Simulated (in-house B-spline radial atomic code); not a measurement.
# CAM-B3LYP excitations of the xenon ion Xe⁸⁺

Method: CAM-B3LYP. Computed with a B-spline radial code for spherical atoms: linear response of the closed shell [Kr] 4d10 with the functional's adiabatic kernel; scalar-relativistic (spin-free one-electron X2C), finite nucleus, no spin-orbit coupling, no double excitations, S, P, D and F terms only; shells from n = 2 respond. Only terms of natural parity with L up to 3 were computed.

Command:
```bash
python run_td.py task.json out
```
Settings (radii: box in bohr, nucleus in fm):
```
Z                        54
electrons                46
configuration            [Kr] 4d10
hamiltonian              x2c
method                   camb3lyp
box_radius               11.59
rms_radius               4.7859
intervals                69
```

Cost of the run: 2.1 s on 1 thread of Intel(R) Xeon(R) 6975P-C (Granite Rapids), on a shared host.

The lowest states, in the order of their Tamm-Dancoff energies; the method's threshold (minus the highest occupied level) is 172.63 eV. Labels give the largest channel, * marks a mixed state, and oscillator strengths are full-response dipole values. Semilocal kernels can invert the small singlet-triplet splittings of Rydberg terms. Energies in eV:

```csv
state,full response,Tamm-Dancoff,oscillator strength
4d → 5s 3D,53.84,53.85,-
4d → 5s 1D,54.84,54.85,-
4d → 5p 3P,69.98,70.01,-
4d → 5p 3F,70.32,70.34,-
4d → 5p 1F,71.08,71.08,-
4d → 5p 1P,?,?,?
4d → 4f 3P,82.12,82.17,-
4d → 4f 3F,?,?,-
4d → 4f 1F,86.90,86.96,-
4d → 5d 3S,93.60,93.63,-
```

(1) Where does 4d → 4f 3F lie?

(2) Where does 4d → 5p 1P lie?

(3) How large is the singlet-triplet splitting of 4d → 5s (D terms) in Tamm-Dancoff?

(4) What polarisabilities and dispersion coefficient does the method give?

## Answers

(1) At 83.80 eV in full response, 83.84 eV in Tamm-Dancoff.

(2) At 72.23 eV in full response, 72.31 eV in Tamm-Dancoff, oscillator strength 0.958.

(3) 1 eV, from the unrounded values.

(4) Dipole 0.8537 bohr³, quadrupole 0.8921 bohr⁵, C6 2.148 hartree·bohr⁶ for two such species.
